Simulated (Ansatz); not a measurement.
System: C₂H₉OSi₂, charge -1, multiplicity 1. It need not be the lowest isomer of its formula. Whether it binds its extra electron was not tested at this geometry. 
Geometry from a B3LYP-D3(BJ)/def2-TZVP (Ansatz, a first-principles code) optimisation:
SMILES: C[SiH-]O[SiH2]C
```xyz
14

C      2.3182     0.8676     0.2813
Si     1.3470    -0.8289     0.3768
O      0.0440    -0.3990    -0.7708
Si    -1.5201    -0.1933    -0.4825
C     -1.8891     1.1837     0.7508
H      3.3273     0.7479     0.6962
H      2.4121     1.2343    -0.7477
H      1.8148     1.6411     0.8722
H      2.2455    -1.5535    -0.6545
H     -2.2150    -1.4178     0.0290
H     -2.2210     0.1576    -1.7602
H     -2.9664     1.3098     0.8994
H     -1.4725     2.1340     0.4080
H     -1.4285     0.9426     1.7116
```
Charge -1, spin multiplicity 1.

Basis-set convergence of Hartree-Fock and CCSD(T) correlation energies (hartree) with Ansatz. Cores are frozen in the correlated levels unless marked. Spin-orbit coupling is left out. Non-relativistic.

| basis | functions | E(HF) | E(corr, CCSD(T)) |
|---|---|---|---|
| aug-cc-pV(D+d)Z | 214 | -733.80016 | -0.82768 |
| aug-cc-pV(T+d)Z | 455 | (withheld) | (withheld) |

Problem. What belongs in the gaps?

Solution. 
- aug-cc-pV(T+d)Z, E(HF): -733.87421
- aug-cc-pV(T+d)Z, E(corr, CCSD(T)): -0.97263
